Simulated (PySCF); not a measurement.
2-pyridin-2-yl-1,3-thiazole (C₈H₆N₂S), SMILES n1c(-c2ncccc2)scc1.

Coordinates come from a PBE0-D3(BJ)/def2-SVP optimisation. The values are those of a single conformer.

Vertical ionisation energy (IE) and electron affinity (EA) in eV. Rows of orbital energies are one-electron estimates. Where ΔSCF, EOM or ADC give a negative EA the extra electron is unbound and the value depends on the basis.

```tsv
level	IE	EA
−ε(HOMO), −ε(LUMO), r2SCAN/def2-SVP (PySCF)	5.99	2.42
−ε(HOMO), −ε(LUMO), PBE/def2-SVP (PySCF)	5.66	2.44
```
